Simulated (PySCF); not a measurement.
PySCF input for CH₈O₂Si₂, SMILES O([SiH3])[SiH2]CO, HF/pcSseg-1. Geometry optimised at B3LYP-D3(BJ)/def2-SVP. Other conformers were not sampled.

```python
import numpy as np
from pyscf import gto, scf, dft
from pyscf.prop.nmr import rhf as nmr

mol = gto.M(
    atom='''
    O    -3.17223934    0.33171114   -0.03977201
    C    -1.94819722    0.10097663    0.65735183
    Si   -0.51770054    0.09058857   -0.58101736
    O     0.93198717   -0.03343091    0.22334283
    Si    2.56419527   -0.32447060    0.19792839
    H    -3.16113339    1.23867004   -0.37318666
    H    -1.77758037    0.83006800    1.47520244
    H    -2.03603008   -0.88502117    1.14279797
    H    -0.67375345   -1.03918406   -1.54085986
    H    -0.57102561    1.37590506   -1.34410708
    H     2.86206084   -1.54541666   -0.60705851
    H     3.28749992    0.83599306   -0.39841700
    H     3.03023642   -0.52876728    1.59619697
    ''',
    basis='pcSseg-1',
    charge=0,
    spin=0,
    max_memory=1600,
    verbose=3,
)
mf = scf.RHF(mol)
mf.conv_tol = 1e-10
mf.max_cycle = 100
mf.kernel()
n = nmr.NMR(mf)
n.verbose = 2
n.max_cycle_cphf = 60
sigma = n.kernel()
print('atom   isotropic/ppm   span/ppm')
for i, s in enumerate(sigma):
    w = np.linalg.eigvalsh((s + s.T) / 2)
    print(f'{mol.atom_symbol(i):2s}{i + 1:3d} {w.mean():14.3f} {w[2] - w[0]:11.3f}')
```

Log of the run:

```
converged SCF energy = -770.124290436312
atom   isotropic/ppm   span/ppm
O   1        361.248     140.939
C   2        144.413      80.513
Si  3        421.946      63.235
O   4        337.821      59.014
Si  5        437.426      91.812
H   6         31.995      23.733
H   7         28.467       9.268
H   8         28.265       8.506
H   9         27.279       7.802
H  10         27.492       7.547
H  11         27.200       7.953
H  12         27.215       8.165
H  13         27.286       8.365
```

The calculation finished and met its thresholds.

Cost: about 20 core-seconds (a rough figure).
